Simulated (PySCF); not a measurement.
## Pt⁵⁹⁺ (platinum, charge +59) across methods

[Ar] 3d1, 2D determinant. Computed with PySCF 2.14 in an uncontracted even-tempered set (17 s from 16 bohr⁻², ratio 2.5; 12 p from 20 bohr⁻², ratio 2.5; 7 d from 20 bohr⁻², ratio 2.5; 4 f from 71 bohr⁻², ratio 2.7; 3 g from 110 bohr⁻², ratio 2.7), with the spin-free X2C one-electron Hamiltonian (Gaussian nucleus).

```
method   E (hartree)  mean ε 3p α (eV)  mean ε 3p β (eV)  mean ε 3d α (eV)  Σ⟨r²⟩ (bohr²)   ⟨S²⟩
  PBE0     -14792.44           -6477.1           -6468.6           -5997.1         0.3516  0.750
   LDA     -14780.80           -6456.4           -6449.5           -5975.1         0.3518  0.750
  MN15     -14807.02           -6463.5           -6460.9           -5974.7         0.3509  0.750
M06-2X     -14793.80           -6495.6           -6485.8           -6016.2         0.3515  0.750
   PBE     -14792.76           -6458.7           -6452.0           -5978.6         0.3516  0.750
r2SCAN     -14792.75           -6466.0           -6458.1           -5985.0         0.3516  0.750
   UHF  -14790.54781           -6530.5           -6516.3           -6051.4         0.3517  0.750
```

Spin-orbit coupling, absent here, splits the open shell strongly.
